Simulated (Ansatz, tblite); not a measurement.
Cost and result up the ladder for Na₅ (5 atoms). Charge 0, multiplicity 2. Geometry: PBE/def2-SVP.

```xyz
5

Na   -1.152   -1.143    1.969
Na   -0.377    0.586   -1.011
Na    2.897    1.112   -1.894
Na   -3.634   -0.004   -0.103
Na    2.265   -0.550    1.040
```

Ansatz on 4 threads of Arm Neoverse V2 on a shared host; xTB runs through tblite on one thread. Times are rough, summed over both states, and most runs start from the orbitals of an earlier one. No level here is sound enough to serve as a yardstick. The other state is a singlet.

The xTB rows come from tblite. The structure comes from a short search, and lower isomers may exist.

Raw xTB energies of ions are shifted by several eV, and xTB has no spin-polarisation term.

```tsv
level	functions	vertical IE (eV)	remarks
PBE/def2-TZVP	160	4.23	restricted singlet, untested (+1 singlet)
PBE0/def2-TZVP	160	4.19	restricted singlet, untested (+1 singlet)
GFN2-xTB	20	6.33	–
GFN1-xTB	20	8.59	–
r2SCAN/def2-TZVP	160	4.21	restricted singlet, untested (+1 singlet), spin-contaminated (⟨S²⟩ 0.87) (doublet)
```

Question: Estimate how long each takes.

Answer: GFN1-xTB 0.004 s; GFN2-xTB 0.004 s; PBE/def2-TZVP 4.3 s; PBE0/def2-TZVP 6.4 s; r2SCAN/def2-TZVP 21 s. On shared hardware such times vary by a factor of up to 3.
